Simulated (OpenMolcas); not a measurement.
Ag3+ (d8) in a complex was computed by SS-CASPT2, IPEA 0.25 Eh, imaginary shift 0.1 Eh with the d shell active (OpenMolcas, ANO-RCC-VDZP on the metal). Its lowest spin-free states, and all those of the highest spin:

| 2S+1 | Degeneracy | E (cm-1) |
| --- | --- | --- |
| 3 | 1 | 0 |
| 1 | 1 | 5400 |
| 1 | 1 | 5710 |
| 1 | 1 | 17200 |
| 3 | 1 | 20910 |
| 3 | 2 | 21900 |
| 1 | 2 | 26570 |
| 1 | 1 | 26950 |
| 3 | 2 | 27080 |
| 1 | 2 | 30590 |
| 3 | 1 | 31540 |
| 1 | 1 | 35020 |
| 3 | 1 | 46000 |
| 3 | 2 | 47540 |

Task: Is the site octahedral, tetrahedral or cube-like, axial, or of lower symmetry?

Result: The states with 2S+1 = 3 have orbital degeneracies 1, 1, 2, 2, 1, 1, 2. There are pairs but no triples, so the site is axial: not cubic, but with a proper or improper axis of order three or more. The run had Ag3+ with 6 ligands (fluoride) in tetragonal octahedral coordination (D4h) at 2.06 Å, the axial distance 1.957 Å. A charge of +0.5 e stands 2.6 Å behind each ligand. Ligand basis ANO-RCC-VDZP.

Over all roots computed the reference weight is 0.65 to 0.70; a low but even weight reflects the number of correlated electrons. Real 4d8 and 5d8 ions are as a rule square planar and diamagnetic. This shell can be high or low spin here, a state of another spin lies low, and with metal d orbitals alone active their balance is uncertain, so the ground spin may be wrong. The least metal-like active orbital is 74 % on the metal (Löwdin) and no ligand orbital is active, so the numbers are rough. Ligand-to-metal charge-transfer states are missing. With no ligand orbital active B as a rule stays too high, so bands that hang on it stand too high and its fall with covalency is understated. With one d shell and no ligand orbital active, 10Dq can be off by a tenth or more. No measured value stands beside these numbers; the geometry was imposed, not optimised, and the real ion may take another.
